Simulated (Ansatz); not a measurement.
# Energy profile

The step: CH₆Ge ([CH3][GeH3]) + H₂O → CH₆GeO ([CH3][GeH2][OH]) + H₂; bonds formed: Ge1–O7, H2–H6; bonds broken: Ge1–H2, H6–O7 (atoms numbered as in the saddle structure below).

Ge1  (-0.444, -0.203, -0.430)
H2  (1.360, 0.204, -0.958)
H3  (-0.475, -1.089, -1.692)
H4  (-1.930, 0.234, -0.230)
C5  (0.168, -1.006, 1.229)
H6  (0.937, 1.217, -0.879)
O7  (0.007, 1.781, -0.513)
H8  (-0.620, -1.632, 1.653)
H9  (1.066, -1.597, 1.057)
H10  (0.399, -0.209, 1.937)
H11  (-0.468, 2.301, -1.173)
(Å)

Electronic energies by CCSD(T) at an estimated basis limit (MP2 extrapolated from triple and quadruple zeta, plus CCSD(T) − MP2 in triple zeta), on PBE0-D4/def2-TZVP structures; CH8GeO, closed shell; no counterpoise correction. Ansatz 0.2.0; basis: def2-TZVPP and def2-QZVPP; cores frozen in the correlated methods. Filled d shells of the heavier atoms are correlated. The def2 sets are not built for correlating such inner shells, so the correlated values are less sure here. Extrapolation: Hartree–Fock as exp(−7.88 √X), correlation as X^−2.97.

Problem. Give the profile in kcal/mol, counted from the separated reactants. (An estimate is asked for; the value comes from the calculation.)

Solution. The calculation gives:
```tsv
point	kcal/mol
separated: CH6Ge (linked as [CH3][GeH3]; Ge1, H2, H3, H4, C5, H8, H9, H10; singlet) + H2O (H6, O7, H11; singlet)	0.00
start structure	-1.94
saddle	48.08
end structure	-2.43
```

The T1 diagnostic stays at or below 0.013.

For scale, one of the runs: CCSD(T)/def2-TZVPP, 222 basis functions, launched by `ansatz run in.yaml --threads 4 --pin off --events-out ev --progress --plain --max-ram 9574MiB`. The run took 74 s on 4 CPU threads of an Arm Neoverse V2 (shared host), with 3.6 GiB of host memory at its peak.
